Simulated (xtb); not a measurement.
Input file for xtb: GFN2-xTB on H3NO2S (a complex), monomers drawn apart or pushed together.

```
$ xtb mol.xyz --gfn 2 --sp --chrg 0 --uhf 0
7

N      0.01650301     0.00067770     0.62235179
H     -0.30499019    -0.92669669     0.36976459
H     -0.77807602     0.63016042     0.63148065
H      0.67795129     0.32053403    -0.07512107
O      0.01044717     0.78667211     5.63021335
S      0.87243129    -0.30359986     5.23807330
O      0.36108134    -1.64409858     5.40230835
```

Question: Predict the final total energy.

Answer: -15.7955 hartree.
